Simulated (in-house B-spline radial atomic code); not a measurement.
Ionisation energies along the 14-electron series, configuration [Ne] 3s2 3p2, as differences of self-consistent energies. NIST's values go from ground level to ground level; the uncertainty of those that are theory runs from under 0.1 % in few-electron ions to several per cent in heavy many-electron ones. Computed with a radial B-spline atomic code at the basis-set limit: non-relativistic Hartree-Fock, average of the configuration, point nuclei.

```tsv
ion	configuration after	ionisation energy (eV)	IE/(q+1)² (eV)	-ε less Coulomb ΔSCF (eV)	tabulated value (eV)	computed minus tabulated (eV)
Si	[Ne] 3s2 3p1	7.12	7.1154	0.46964	8.15168	-1.04
P+	[Ne] 3s2 3p1	18.47	4.6182	0.44382	19.76949	-1.30
S2+	[Ne] 3s2 3p1	33.31	3.701	0.43092	34.86	-1.55
Cl3+	[Ne] 3s2 3p1	?	?	?	?	?
Ar4+	[Ne] 3s2 3p1	72.80	2.912	0.42133	74.84	-2.04
K5+	[Ne] 3s2 3p1	?	?	?	?	?
Ca6+	[Ne] 3s2 3p1	124.94	2.5498	0.42082	127.21	-2.27
```

Fill in the row of Cl3+.

ionisation energy (eV): 51.45; IE/(q+1)² (eV): 3.2156; -ε less Coulomb ΔSCF (eV): 0.42434; tabulated value (eV): 53.24; computed minus tabulated (eV): -1.79.

Fill in the row of K5+.

ionisation energy (eV): 97.31; IE/(q+1)² (eV): 2.703; -ε less Coulomb ΔSCF (eV): 0.42044; tabulated value (eV): 99.44; computed minus tabulated (eV): -2.13.

How far is this level of theory from the measured and semi-empirical values?

Over those 7 rows the differences run from -2.27 to -1.04 eV (mean absolute value 1.7 eV). The calculation leaves out relativity, correlation and, in open shells, the multiplet splittings that an average leaves out.
